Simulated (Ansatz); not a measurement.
Process, species as SMILES: CO[Si](O)(O)OC [dihydroxy(dimethoxy)silane] + 2 O (H2O) + 3 [SiH4] (SiH4) → 2 CO (CH4O) [methanol] + 4 O[SiH3] [hydroxysilane]
Each molecule is optimised on its own at B3LYP-D3(BJ)/def2-TZVP (Ansatz, a first-principles code), one conformer each, not searched for the lowest.

Property: bond separation energy (electronic energy difference), in kJ/mol. Correlated levels leave the core frozen unless marked. Spin-orbit coupling is left out. No relativistic terms. CBS(X,Y): correlation extrapolated as X^-3; Hartree-Fock from the larger set.

| level | program | bond separation energy (kJ/mol) |
|---|---|---|
| SVWN5/def2-TZVPD | Ansatz | 125.1 |

Problem. Estimate the value at CCSD(T)/CBS(cc-pV(T+d)Z,cc-pV(Q+d)Z) as computed with Ansatz.

Solution. 111.7 kJ/mol
